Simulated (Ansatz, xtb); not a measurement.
BCl2F2HSi: 6 structures ranked

6 gas-phase structures of BCl2F2HSi, found in a search over its isomers (lower ones may exist). Each was relaxed with GFN2-xTB; where two conformers were screened, the lower at r2SCAN-D4/def2-SVP is listed:

A. `FB(Cl)[Si@H](F)Cl`, a singlet
B. `F[SiH](F)B(Cl)Cl`, a singlet
C. `FB(F)[SiH](Cl)Cl`, a singlet
D. `FB[Si](F)(Cl)Cl`, a singlet
E. `F[Si](F)(Cl)BCl`, a singlet
F. `F[BH-](F)[Si+](Cl)Cl`, a singlet

Task: Which do you expect lowest at r2SCAN-D4/def2-SVP, and how would the others follow?

Result: Calculated order at r2SCAN-D4/def2-SVP: C (0.0), A (8.3), D (10.3), E (13.4), B (13.7), F (36.3) kcal/mol. Less than 1 kcal/mol parts E and B, so the order within that pair means little.

Energies above the lowest of each column, in kcal/mol; the last columns are at B3LYP-D3(BJ)/def2-SVP geometries and were run for some of them only (a dash: not run or not comparable):

| structure | GFN2-xTB | HF/STO-3G | r2SCAN-D4/def2-SVP | B3LYP-D3(BJ)/def2-SVP | CCSD(T)/def2-SVP + ΔMP2/def2-TZVPP |
| --- | --- | --- | --- | --- | --- |
| C | 5.0 | 0.0 | 0.0 | 0.0 | 0.0 |
| A | 5.9 | 35.3 | 8.3 | 7.7 | 5.0 |
| D | 4.3 | 31.7 | 10.3 | 10.0 | – |
| E | 0.0 | 67.3 | 13.4 | 12.3 | – |
| B | 2.2 | 74.4 | 13.7 | – | – |
| F | 16.1 | 64.9 | 36.3 | – | – |

CCSD(T)/def2-SVP + ΔMP2/def2-TZVPP puts C lowest of those it was run on; GFN2-xTB picks E. Flexible structures stand in one conformer each, not always the lowest. C keeps a small imaginary mode. Frequencies (B3LYP-D3(BJ)/def2-SVP) were run for A, C alone. ΔMP2 is the change of the MP2 energy from the smaller to the larger basis.

Over these structures GFN2-xTB departs from r2SCAN-D4/def2-SVP by 6.9 kcal/mol on average once a common shift is removed. A GFN2-xTB relaxation took about 0.08 s and the r2SCAN-D4/def2-SVP energy about 1.7 s on a shared host (Ansatz 0.2.0, xtb 6.7.1).
